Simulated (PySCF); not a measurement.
Atom-mapped SMILES (the numbers label the heavy atoms): `[F:1][CH2:2]/[CH:3]=[N:4]\[SiH3:5]`. Each H is labelled by its parent atom.

PySCF 2.14 calculation with geometry from GFN2-xTB and shielding tensors at PBE0/pcSseg-1 (GIAO); in vacuum, fast rotation and ring inversion assumed for equivalent nuclei, non-relativistic Hamiltonian, one conformer.

References, each an isolated molecule treated in the same way: 13C, 1H, 29Si vs TMS; 19F against CFCl3; NH3 for 15N.

```tsv
atoms	nucleus	count	δ (ppm)
C3	13C	1	170.5
Si5	29Si	1	-62.9
C2	13C	1	?
H(Si5)	1H	3	5.24
H(C2)	1H	2	5.35
F1	19F	1	?
H(C3)	1H	1	8.39
N4	15N	1	370.1
```

Task: Fill in the missing shifts.

Result: 
- C2: 92.7 ppm, sp3 CH2 bonded to F; pulled downfield by the heteroatom
- F1: -255.9 ppm, fluorine on an sp3 carbon

Shifts are as computed. Against solution values, carbons near 30 ppm lie about +3 ppm off and those near 130 ppm about +5 ppm (rms about the fit 2.1 ppm; single classes can miss by 10 ppm). Of 1328 compounds with measured shifts, 309 miss one by over three times the rms of a fit or turn the order of signals round; such compounds aren't used in these exercises. Signals without a measured value on file couldn't be tested in this way; 1H shifts scatter by 0.2 ppm about their fit, and single ones miss by 0.5 ppm. Unscaled 19F shifts against computed CFCl3 carry errors that often reach 10 to 50 ppm. Experimental scales use liquid or dissolved standards, which lie at an offset from isolated NH3 (liquid NH3: subtract about 20 ppm). Unscaled 15N shifts of sp2 nitrogen often come out too high even then, by a few to some tens of ppm.
